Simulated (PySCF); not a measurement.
# Working out the ionisation energy of Ti⁺

Ti⁺ [Ar] 3d2 4s1 (4F) → Ti²⁺ [Ar] 3d2 (3F). All numbers are calculated (PySCF 2.14, scalar relativity by spin-free X2C-1e, in ANO-RCC-VTZP (6s5p3d2f1g, 59 functions)). Frozen: [Ne]. Energies in hartree (1 hartree = 27.21139 eV):

```csv
part,Ti⁺ (lower),Ti²⁺ (upper)
UHF,-852.543855,-852.068684
CCSD correlation,-0.327461,-0.306434
(T),-0.007440,-0.006044
```

Problem. What does Hartree-Fock give?

Solution. (-852.068684) − (-852.543855) = 0.475171 hartree = 12.930 eV.

Problem. What do CCSD and CCSD(T) give?

Solution. The CCSD correlation energies differ by 0.021027 hartree = 0.572 eV and the triples by 0.001396 hartree = 0.038 eV, so CCSD gives 13.502 eV and CCSD(T) 13.540 eV.

A first-order spin-orbit estimate adds -0.002 eV to CCSD(T) (valence and next inner shell), giving 13.538 eV against 13.575 eV (measured; NIST Atomic Spectra Database, ionization energies).

What remains against the reference includes basis incompleteness, the frozen core and higher excitations.
